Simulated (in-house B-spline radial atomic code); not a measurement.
Atomic self-consistent-field run: the sulfur ion S²⁺ (an excited or competing configuration). Method: scalar-relativistic (X2C) LDA PW92, spin-polarised, spherical fractional occupations, Fermi nucleus of rms radius 3.2611 fm. Calculated with a B-spline radial code for spherical atoms.

Command:
```bash
python run_scf.py task.json out
```
Settings (nuclear radius in fm, mass in u):
```
Z                16
configuration    [Ne] 3s1 3p2 4d1
hamiltonian      x2c
method           lda,pw
spin_polarised   True
nucleus          fermi
rms_radius       3.2611
atomic_mass      31.97207
speed_of_light   137.035999084
```

Output (hartree, bohr):
```
 radial grid: 74 intervals, B-splines of order 8, outer radius 38.5185 bohr

 iter        energy (Eh)    residual
    1        -394.118982    1.96e-01
    2        -395.149489    1.11e-01
    3        -395.324207    2.83e-02
    4        -395.338939    6.74e-03
    5        -395.340269    3.98e-03
    6        -395.340477    1.48e-04
    7        -395.340478    1.28e-05
    8        -395.340478    3.43e-07
    9        -395.340478    2.74e-08

 total energy                      -395.34048
 kinetic                             396.7969
 electron-nucleus                   -927.4915
 Hartree                             158.7003
 exchange-correlation                -23.3462

 orbital      occ     eigenvalue          <r>       <r^2>       <1/r>     <1/r^3>     <1/r^2>       r_max
 1s up      1.000       -89.4384    0.0969601   0.0126656     15.7011           -     510.765     0.06327
 1s down    1.000       -89.4113     0.096952   0.0126633      15.702           -     510.806     0.06327
 2s up      1.000        -9.0782      0.48017    0.274539     3.06951           -     40.5819      0.3889
 2s down    1.000        -9.0448     0.479019    0.272836     3.07356           -     40.6481      0.3891
 2p up      3.000        -7.0911     0.442148    0.244516     2.96299     81.9875     12.3419      0.3247
 2p down    3.000        -7.0534      0.44067    0.242321     2.96773     82.1746     12.3685      0.3249
 3s up      1.000        -1.7798      1.51402     2.62053    0.917205           -      5.4149       1.335
 3p up      2.000        -1.3414       1.6507     3.15473    0.822709     8.98828     1.54763       1.432
 4d up      1.000        -0.3114       5.2143     30.8073    0.253729    0.119318    0.119213       4.996
```

Cost of the run: 0.13 s on 1 thread of Arm Neoverse V1, on a shared host.
